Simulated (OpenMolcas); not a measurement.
**Cu VII: CASPT2 settings compared**

```yaml
Program: OpenMolcas 26.06
Basis: ANO-RCC-VDZP [5s4p2d1f]
Scalar_Hamiltonian: DKH4, point nucleus
Active_space: 5 electrons in 5 orbitals (3d)
State_averaging: 2S+1 = 6 even, 1 root; 2S+1 = 4 even, 24 roots (17 in the spin-orbit step); 2S+1 = 2 even, 75 roots (13 in the spin-orbit step)
Spin-orbit_coupling: RASSI with atomic mean-field integrals over the reference wave functions, term energies averaged over their components
```

Methods on the same reference wave functions:
A. CASSCF
B. SS-CASPT2, IPEA 0.75 Eh, no level shift (closed shells correlated: 3s 3p)
C. SS-CASPT2, IPEA 0.35 Eh, sigma1 regulariser 0.05 Eh (closed shells correlated: 3s 3p)
D. XMS-CASPT2, IPEA 0.35 Eh, sigma2 regulariser 0.2 Eh (closed shells correlated: 3s 3p)

Energies in cm⁻¹ above 3d⁵ ⁶S_5/2, the measured ground level; measured values from the list in Gamrath, thesis, University of Mons (2023).

```json
{"Level": "3d⁵ ⁶S_5/2", "A": "0.0", "B": "0.0", "C": "0.0", "D": "0.0", "Measured": "0.0"}
{"Level": "3d⁵ ⁴G_9/2", "A": "52105", "B": "50390", "C": "50390", "D": "50290", "Measured": "46575"}
{"Level": "3d⁵ ⁴G_7/2", "A": "52105", "B": "50390", "C": "50390", "D": "50290", "Measured": "46578"}
{"Level": "3d⁵ ⁴G_5/2", "A": "52105", "B": "50390", "C": "50390", "D": "50290", "Measured": "46515"}
{"Level": "3d⁵ ⁴G_11/2", "A": "52105", "B": "50390", "C": "50390", "D": "50290", "Measured": "46443"}
{"Level": "3d⁵ ⁴P_5/2", "A": "59654", "B": "54810", "C": "54670", "D": "54390", "Measured": "50732"}
{"Level": "3d⁵ ⁴P_3/2", "A": "59698", "B": "54830", "C": "54680", "D": "54400", "Measured": "51067"}
{"Level": "3d⁵ ⁴P_1/2", "A": "60081", "B": "55180", "C": "55030", "D": "54720", "Measured": "51407"}
{"Level": "3d⁵ ⁴D_7/2", "A": "64624", "B": "60290", "C": "60210", "D": "60290", "Measured": "55742"}
{"Level": "3d⁵ ⁴D_1/2", "A": "64820", "B": "60460", "C": "60380", "D": "60450", "Measured": "56210"}
{"Level": "3d⁵ ⁴D_3/2", "A": "65202", "B": "60810", "C": "60730", "D": "60770", "Measured": "56428"}
{"Level": "3d⁵ ⁴D_5/2", "A": "65374", "B": "60970", "C": "60880", "D": "60920", "Measured": "56427"}
```

Deviations, from unrounded energies. A percentage is the sum of absolute deviations over the sum of measured energies, with the sign that they share, or ± where signs differ.

```
                        Against measurement  Levels      A     B     C     D
             mean absolute deviation (cm-1)      11   7600  4100  4000  3900
other terms of the ground configuration (%)      11  +14.8  +7.9  +7.8  +7.6
```

B, C, D lie about equally close to measurement and A furthest from it. The largest miss of D in the table is 3d⁵ ⁴D_7/2, by +4500 cm-1. The ranking rests on the paired levels alone, and a cruder setting can come out closer through cancelling errors.

Among B to D the level of the table that moves most is 3d⁵ ⁴P_1/2, by 460 cm-1 (lowest in D, highest in B). Moves below CASPT2's spread within the term are not significant.

The mean deviations of B to D differ by less than CASPT2's widest spread within a term (590 cm-1), so their order carries little weight.

From A to B the spin-free energies of the other terms of 3d⁵ shown, above ⁶S, scale by factors of 0.92 to 0.97, as is usual when dynamic correlation screens the repulsion within a d or f shell.

The lowest spin-free term lies below A's lowest term by 0.220 hartree in B, 0.228 hartree in C, 0.228 hartree in D.

Term energies are means over components that CASPT2 splits; among the terms shown or strongly mixed into the levels shown the widest spread is 590 cm-1 (3d⁵ ⁴G, D). Some high roots are left out of the spin-orbit mixing, which shifts the levels that they would mix with. The basis is small and was not contracted for so high a charge. Without dynamic correlation excited terms often stand tens of per cent too high (terms of higher spin than the ground term too low), and those without a measured partner can miss by more than the paired ones (holds for A). Measured partners are found by configuration, term and J. A level has none where our copy of the source lacks it or the pairing is in doubt (some pairs that miss far off the trend of their configuration count as doubtful), and it then counts in no deviation. Only configurations of the active space appear. Levels that lie high or do not pair safely by name in every column are left out.
